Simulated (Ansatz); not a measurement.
```yaml
crystal:
  periodic: [false, false, false]
  atoms:
    - {symbol: S, position_ang: [-0.111724, 1.320600, 0.216179]}
    - {symbol: B, position_ang: [0.232414, -0.359277, 0.171849]}
    - {symbol: Cl, position_ang: [1.294728, -0.963575, 1.319312]}
    - {symbol: Cl, position_ang: [-0.446460, -1.394722, -0.959298]}
    - {symbol: H, position_ang: [-0.921054, 1.326317, -0.787786]}
basis:
  gaussian: {orbitals: aug-pcseg-2}
magnetization: {spin_polarized: true, initial_magnetization: 1}
hamiltonian: {xc: {name: r2SCANh}, dispersion: d4, pseudopotentials: {relativity: none}}
output: {forces: true}
```

```sh
$ ansatz run in.yaml --threads 4 --pin off --events-out ev --progress --plain --max-ram 10444MiB
```

It prints (some lines left out):

```
Error: a molecule whose nuclei and cores have a total charge of 56 cannot have a net charge of 0 together with 1 unpaired electrons
```

Problem. Something in this input is off. What?

Solution. The number of unpaired electrons doesn't fit the electron count. The input was rejected before any iteration.
